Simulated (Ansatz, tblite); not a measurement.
Cost and result up the ladder for Si(OH)2Cl2 (SiCl₂O₂H₂) (7 atoms). Charge 0, multiplicity 1. Geometry: r2SCAN-D4/def2-SVP.

```xyz
7

Si    0.0375   -0.0325    0.0955
O     0.9217    0.4019   -1.2080
H     1.8101    0.0347   -1.2823
O    -1.5294    0.1255   -0.3399
H    -2.1709    0.2781    0.3636
Cl    0.4268    1.1569    1.7325
Cl    0.5042   -1.9646    0.6386
```

Ansatz on 4 threads of Intel Xeon on a shared host; xTB runs through tblite on one thread. Times are rough, summed over both states, and most runs start from the orbitals of an earlier one. No level here is sound enough to serve as a yardstick. The other state is a triplet.

The xTB rows come from tblite. HOMO above LUMO, or a gap near zero within one spin, warns that the state may not be the lowest or that an electron is smeared out.

xTB has no spin-polarisation term.

| level | functions | wall time | vertical triplet (eV) | remarks |
| --- | --- | --- | --- | --- |
| GFN1-xTB | 39 | 0.058 s | 8.33 | – |
| GFN2-xTB | 37 | 0.07 s | 7.96 | – |
| PBE-D4/def2-TZVP | 185 | 19 s | 6.83 | gap within one spin near zero (triplet) |
| r2SCAN-D4/def2-TZVP (with forces) | 185 | 49 s | 7.41 | – |
